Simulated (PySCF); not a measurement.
Spinor energies of Pd³⁰⁺ (palladium, charge +30)

Start: [Ne] 3s2 3p4; 3p1/2 filled at m_j = -1/2, +1/2; 3p3/2 filled at m_j = +1/2, +3/2. Calculated with PySCF 2.14 in an uncontracted even-tempered set (19 s from 4.9 bohr⁻², ratio 2.4; 14 p from 6.4 bohr⁻², ratio 2.4; 5 d from 25 bohr⁻², ratio 2.6; 4 f from 38 bohr⁻², ratio 2.6): generalised Hartree-Fock with the X2C-1e Hamiltonian and a Gaussian nucleus; one run each with spin-orbit coupling (SO) switched off, then screened by Boettger's factors.

```
spinor shell  electrons  ε, spin-free (eV)  ε, screened SO (eV)  weight of nominal j (screened SO)  rms radius, screened SO (bohr)
       1s1/2          2           -26022.6             -26019.7                              1.000                          0.0365
       2s1/2          2            -5149.1              -5147.7                              1.000                           0.147
       2p1/2          2            -4772.7              -4887.0                              1.000                           0.128
       2p3/2          4            -4772.7              -4718.3                              1.000                           0.132
       3s1/2          2            -1914.8              -1914.3                              1.000                           0.362
       3p1/2          2            -1797.2              -1820.0                              0.981                           0.350
       3p3/2          2            -1797.2              -1785.3                              0.986                           0.357
```

```csv
quantity,spin-free,screened SO
E (hartree),-4381.90017,-4383.55261
M_J,2,2
⟨J²⟩,6.001,6.003
⟨L²⟩,2.001,2.978
⟨S²⟩,2.000,1.520
```

Each row is a mean over spinors that exchange with the open shell spreads, by up to 24.003 eV (3s1/2).

Breit and QED terms are absent; they matter most for the inner s and p1/2 levels.

Densities and radii are taken from the X2C orbitals without a picture-change correction, which distorts them close to the nucleus.

Without spin-orbit coupling the j labels of p, d and f shells carry no meaning; the spin-free column gives the mean over the occupied spinors of each nl shell.
